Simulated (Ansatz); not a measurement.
Molecule: C6H8N (charge 0, doublet). It need not be the lowest isomer of its formula. 
Structure (B3LYP-D3(BJ)/def2-TZVP (Ansatz, an electronic-structure program) minimum search):
```
N
C 1 1.3454
C 1 1.3454 2 106.18
C 3 1.4561 1 111.13 2 0.00
C 4 1.3596 3 105.78 1 0.00
H 4 1.0790 5 128.22 2 179.99
H 5 1.0790 4 128.22 6 0.00
C 3 1.4816 1 122.33 2 179.97
H 8 1.0879 3 110.35 1 0.38
H 8 1.0946 9 109.14 3 -122.02
H 8 1.0947 9 109.10 10 -116.02
C 2 1.4816 1 122.33 3 -179.97
H 12 1.0879 2 110.35 1 -0.38
H 12 1.0946 13 109.14 2 122.02
H 12 1.0947 13 109.10 14 116.02
```
Charge 0, spin multiplicity 2.

Computed values are from Ansatz. Correlated levels leave the core frozen unless marked. Open shells are spin-unrestricted. Spin-orbit coupling is left out. Non-relativistic. CBS marks a two-point X^-3 extrapolation of the correlation energy; Hartree-Fock from the larger set. The bracket is a focal-point correction in the basis named.

The UHF reference is spin-contaminated (<S^2> 0.12 over the pure value in the largest basis). 

Q: What is the T1 diagnostic at CCSD/cc-pVTZ?

A: 0.019.

Q: What is the dipole moment at CCSD(T)/aug-cc-pVDZ?

A: 1.60 D.

Q: What is the atomisation energy De at RI-MP2/CBS(cc-pVTZ,cc-pVQZ)+[CCSD(T)-MP2]/cc-pVTZ?

A: 6556.3 kJ/mol.

Q: What is the total energy at RI-MP2/CBS(cc-pVTZ,cc-pVQZ)+[CCSD(T)-MP2]/cc-pVTZ?

A: -287.7763 Eh.
